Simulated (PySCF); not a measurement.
CH$_{3}$S (SMILES C[S]), doublet, at a GFN2-xTB geometry; CCSD(T)/6-31G* (PySCF).

Here is a job for PySCF.
```python
from pyscf import gto, scf, cc

mol = gto.M(
    atom='''
C    -1.104298   -0.033029   -0.002672
S     0.687163    0.020553    0.001663
H    -1.436201   -0.647450   -0.835764
H    -1.446032   -0.462069    0.935869
H    -1.486597    0.978850   -0.110675
''',
    basis='6-31g*',
    charge=0,
    spin=1,
    verbose=4,
)

mf = scf.UHF(mol)
mf.kernel()

mycc = cc.CCSD(mf, frozen=6)
mycc.kernel()
et = mycc.ccsd_t()
print('E(CCSD(T)) = %.10f' % (mycc.e_tot + et))
```

What the program printed (banner, timings and long lists left out):

```
PySCF version 2.14.0

[INPUT] verbose = 4
[INPUT] num. atoms = 5
[INPUT] num. electrons = 25
[INPUT] charge = 0
[INPUT] spin (= nelec alpha-beta = 2S) = 1
[INPUT] symmetry False subgroup None
[INPUT] Mole.unit = angstrom
[INPUT] Symbol           X                Y                Z      unit          X                Y                Z       unit  Magmom
[INPUT]  1 C     -1.104298000000  -0.033029000000  -0.002672000000 AA   -2.086820779905  -0.062415764168  -0.005049348205 Bohr   0.0
[INPUT]  2 S      0.687163000000   0.020553000000   0.001663000000 AA    1.298549872935   0.038839541038   0.003142614545 Bohr   0.0
[INPUT]  3 H     -1.436201000000  -0.647450000000  -0.835764000000 AA   -2.714026549826  -1.223503179350  -1.579365064771 Bohr   0.0
[INPUT]  4 H     -1.446032000000  -0.462069000000   0.935869000000 AA   -2.732604447357  -0.873183860652   1.768536098471 Bohr   0.0
[INPUT]  5 H     -1.486597000000   0.978850000000  -0.110675000000 AA   -2.809261187600   1.849758417031  -0.209145438836 Bohr   0.0

nuclear repulsion = 48.6782616817799
number of shells = 20
number of NR pGTOs = 90
number of NR cGTOs = 38
basis = 6-31g*
ecp = {}

******** <class 'pyscf.scf.uhf.UHF'> ********
method = UHF
initial guess = minao
damping factor = 0
level_shift factor = 0
DIIS = <class 'pyscf.scf.diis.CDIIS'>
diis_start_cycle = 1
diis_space = 8
diis_damp = 0
SCF conv_tol = 1e-09
SCF conv_tol_grad = None
SCF max_cycles = 50
direct_scf = True
direct_scf_tol = 1e-13
number electrons alpha = 13  beta = 12
Set gradient conv threshold to 3.16228e-05
init E= -437.044653543137

cycle= 1 E= -437.05036193238  delta_E= -0.00571  |g|= 0.212  |ddm|= 1.38
cycle= 2 E= -437.089634295797  delta_E= -0.0393  |g|= 0.109  |ddm|= 0.328
cycle= 3 E= -437.097371075736  delta_E= -0.00774  |g|= 0.0319  |ddm|= 0.11
cycle= 4 E= -437.099030524287  delta_E= -0.00166  |g|= 0.00817  |ddm|= 0.0594
cycle= 5 E= -437.099144555179  delta_E= -0.000114  |g|= 0.00256  |ddm|= 0.0168
cycle= 6 E= -437.09915380967  delta_E= -9.25e-06  |g|= 0.000812  |ddm|= 0.00523
cycle= 7 E= -437.099154733521  delta_E= -9.24e-07  |g|= 0.000264  |ddm|= 0.00175
cycle= 8 E= -437.099154855591  delta_E= -1.22e-07  |g|= 0.000106  |ddm|= 0.000686
cycle= 9 E= -437.099154882154  delta_E= -2.66e-08  |g|= 4.48e-05  |ddm|= 0.000377
cycle= 10 E= -437.099154887881  delta_E= -5.73e-09  |g|= 1.81e-05  |ddm|= 0.000206
cycle= 11 E= -437.099154888791  delta_E= -9.11e-10  |g|= 8.46e-06  |ddm|= 8.03e-05
Extra cycle  E= -437.099154888902  delta_E= -1.1e-10  |g|= 5.77e-06  |ddm|= 1.57e-05
converged SCF energy = -437.099154888902  <S^2> = 0.75829404  2S+1 = 2.0082769

******** <class 'pyscf.cc.uccsd.UCCSD'> ********
CC2 = 0
CCSD nocc = (np.int64(7), np.int64(6)), nmo = (32, 32)
frozen orbitals 6
max_cycle = 50
direct = 0
conv_tol = 1e-07
conv_tol_normt = 1e-06
diis_space = 6
diis_start_cycle = 0
diis_start_energy_diff = 1e+09
Init t2, MP2 energy = -0.227027430881634
Init E_corr(UCCSD) = -0.227027430915423
cycle = 1  E_corr(UCCSD) = -0.249544666038675  dE = -0.0225172351  norm(t1,t2) = 0.0586837
cycle = 2  E_corr(UCCSD) = -0.256218769956967  dE = -0.00667410392  norm(t1,t2) = 0.018846
cycle = 3  E_corr(UCCSD) = -0.258981046966578  dE = -0.00276227701  norm(t1,t2) = 0.00857454
cycle = 4  E_corr(UCCSD) = -0.259219073671615  dE = -0.000238026705  norm(t1,t2) = 0.00215284
cycle = 5  E_corr(UCCSD) = -0.259131643572541  dE = 8.74300991e-05  norm(t1,t2) = 0.00106738
cycle = 6  E_corr(UCCSD) = -0.259139378294245  dE = -7.7347217e-06  norm(t1,t2) = 0.000296653
cycle = 7  E_corr(UCCSD) = -0.259139701132852  dE = -3.22838607e-07  norm(t1,t2) = 8.14487e-05
cycle = 8  E_corr(UCCSD) = -0.259138686420314  dE = 1.01471254e-06  norm(t1,t2) = 2.5349e-05
cycle = 9  E_corr(UCCSD) = -0.259138575189608  dE = 1.11230706e-07  norm(t1,t2) = 9.22973e-06
cycle = 10  E_corr(UCCSD) = -0.259138478348339  dE = 9.68412692e-08  norm(t1,t2) = 3.0788e-06
cycle = 11  E_corr(UCCSD) = -0.259138446618472  dE = 3.1729867e-08  norm(t1,t2) = 1.00964e-06
cycle = 12  E_corr(UCCSD) = -0.259138425637251  dE = 2.09812209e-08  norm(t1,t2) = 3.96357e-07
UCCSD converged
E(UCCSD) = -437.3582933145389  E_corr = -0.2591384256372508
UCCSD(T) correction = -0.00636849799693607
E(CCSD(T)) = -437.3646618125
```
